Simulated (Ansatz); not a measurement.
Molecule: sum formula SiBrF2, net charge 0, doublet state. It need not be the lowest isomer of its formula. SMILES: Br[Si](F)F
Coordinates optimised at B3LYP-D3(BJ)/def2-TZVP (Ansatz, a first-principles code):
```xyz
4

Si    -1.0205     0.2091    -0.0849
F     -1.6132    -0.3858     1.2686
F     -1.4826    -0.7715    -1.2519
Br     1.2042     0.2139     0.0297
```
Charge 0, spin multiplicity 2.

Quantity: atomisation energy (electronic, to ground-state atoms), in kcal/mol. Cores are frozen in the correlated levels unless marked. Open shells are spin-unrestricted. Spin-orbit coupling is left out. Frozen are the shells of the preceding noble gas and the d and f shells that filled before the atom's block. No relativistic terms. The coupled-cluster limit lacks core correlation, which all-electron functionals hold. CBS(X,Y): correlation extrapolated as X^-3; Hartree-Fock from the larger set.

| level | program | atomisation energy (kcal/mol) |
|---|---|---|
| r2SCAN0/def2-TZVPD | Ansatz | (withheld) |
| wB97M-V/def2-TZVPD | Ansatz | (withheld) |
| B2PLYP/def2-TZVPD | Ansatz | 341.2 |
| CCSD/STO-3G | Ansatz | 237.9 |
| CCSD/def2-QZVPP | Ansatz | 334.9 |
| CCSD(T)/CBS(def2-TZVPP,def2-QZVPP) | Ansatz | 348.4 |

Task: Some entries are withheld; supply them.

Result: 
- r2SCAN0/def2-TZVPD, atomisation energy (kcal/mol): 339.6
- wB97M-V/def2-TZVPD, atomisation energy (kcal/mol): 343.7
